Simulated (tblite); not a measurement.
Parent: `[CH:1]#[C:2][C:3](=[CH2:4])[C:5](=[CH2:6])[F:7]` with C2–C3–C5–C6 0°, C6H5F.

Computed geometry: GFN2-xTB, gas phase. One conformer each, not checked by frequencies here.

| coordinate of the parent | value |
| --- | --- |
| C1≡C2 | 1.200 Å |
| C2–C3 | 1.420 Å |
| C3=C4 | 1.338 Å |
| C3–C5 | 1.462 Å |
| C5=C6 | 1.326 Å |
| C5–F7 | 1.354 Å |
| C1–C2–C3 | 178.6° |
| C2–C3–C4 | 121.2° |
| C2–C3–C5 | 116.3° |
| C4–C3–C5 | 122.5° |
| C3–C5–C6 | 126.8° |
| C3–C5–F7 | 114.2° |
| C6–C5–F7 | 119.0° |

Problem. How does the shared frame change in `[CH2:1]=[C:2]([F:3])[C:4](=[CH2:5])[C:6]#[C:7][CH2:8][CH3:9]` with C1–C2–C4–C5 180°, C8H9F? Atoms pair as C1 = C7, C2 = C6, C3 = C4, C4 = C5, C5 = C2, C6 = C1, F7 = F3 (parent first).

Solution. 
| parent | relative | value in the relative | change |
| --- | --- | --- | --- |
| C1≡C2 | C7≡C6 | 1.203 Å | +0.003 |
| C2–C3 | C6–C4 | 1.419 Å | -0.001 |
| C3=C4 | C4=C5 | 1.338 Å | 0.000 |
| C3–C5 | C4–C2 | 1.463 Å | +0.001 |
| C5=C6 | C2=C1 | 1.326 Å | 0.000 |
| C5–F7 | C2–F3 | 1.355 Å | +0.001 |
| C1–C2–C3 | C7–C6–C4 | 178.3° | -0.3 |
| C2–C3–C4 | C6–C4–C5 | 121.7° | +0.5 |
| C2–C3–C5 | C6–C4–C2 | 116.0° | -0.3 |
| C4–C3–C5 | C5–C4–C2 | 122.3° | -0.2 |
| C3–C5–C6 | C4–C2–C1 | 126.7° | -0.1 |
| C3–C5–F7 | C4–C2–F3 | 114.4° | +0.2 |
| C6–C5–F7 | C1–C2–F3 | 118.9° | -0.1 |

No shared bond changes by more than 0.004 Å. Bonds of the relative outside the shared frame: C7–C8 1.448, C8–C9 1.529 Å. Point group Cs → Cs.

Problem. How does the shared frame change in `[CH2:1]=[C:2]([F:3])[C:4](=[CH2:5])[C:6]#[C:7][CH:8]1[CH2:9][CH2:10]1` with C1–C2–C4–C5 180°, C9H9F? Atoms pair as C1 = C7, C2 = C6, C3 = C4, C4 = C5, C5 = C2, C6 = C1, F7 = F3 (parent first).

Solution. 
| parent | relative | value in the relative | change |
| --- | --- | --- | --- |
| C1≡C2 | C7≡C6 | 1.205 Å | +0.005 |
| C2–C3 | C6–C4 | 1.417 Å | -0.003 |
| C3=C4 | C4=C5 | 1.339 Å | +0.001 |
| C3–C5 | C4–C2 | 1.463 Å | +0.001 |
| C5=C6 | C2=C1 | 1.326 Å | 0.000 |
| C5–F7 | C2–F3 | 1.354 Å | 0.000 |
| C1–C2–C3 | C7–C6–C4 | 178.2° | -0.4 |
| C2–C3–C4 | C6–C4–C5 | 121.7° | +0.5 |
| C2–C3–C5 | C6–C4–C2 | 116.0° | -0.3 |
| C4–C3–C5 | C5–C4–C2 | 122.3° | -0.2 |
| C3–C5–C6 | C4–C2–C1 | 126.7° | -0.1 |
| C3–C5–F7 | C4–C2–F3 | 114.4° | +0.2 |
| C6–C5–F7 | C1–C2–F3 | 118.9° | -0.1 |

Of the parent's bonds, C1–C2 changes most (+0.005 Å). Bonds of the relative outside the shared frame: C7–C8 1.425, C8–C9 1.509, C9–C10 1.493, C8–C10 1.509 Å. Point group Cs → Cs.

Problem. How does the shared frame change in `[CH:1]#[C:2][C:3]#[C:4][C:5](=[CH2:6])[C:7](=[CH2:8])[F:9]` with C4–C5–C7–C8 0°, C8H5F? Atoms pair as C1 = C3, C2 = C4, C3 = C5, C4 = C6, C5 = C7, C6 = C8, F7 = F9 (parent first).

Solution. 
```
  parent  relative  value in the relative  change
   C1≡C2     C3≡C4                1.211 Å  +0.011
   C2–C3     C4–C5                1.412 Å  -0.008
   C3=C4     C5=C6                1.340 Å  +0.002
   C3–C5     C5–C7                1.464 Å  +0.002
   C5=C6     C7=C8                1.326 Å   0.000
   C5–F7     C7–F9                1.353 Å  -0.001
C1–C2–C3  C3–C4–C5                 178.6°     0.0
C2–C3–C4  C4–C5–C6                 121.4°    +0.2
C2–C3–C5  C4–C5–C7                 116.2°    -0.1
C4–C3–C5  C6–C5–C7                 122.4°    -0.1
C3–C5–C6  C5–C7–C8                 126.8°     0.0
C3–C5–F7  C5–C7–F9                 114.1°    -0.1
C6–C5–F7  C8–C7–F9                 119.1°    +0.1
```

Of the parent's bonds, C1–C2 changes most (+0.011 Å). Bonds of the relative outside the shared frame: C1≡C2 1.205, C2–C3 1.356 Å. Point group Cs → Cs.
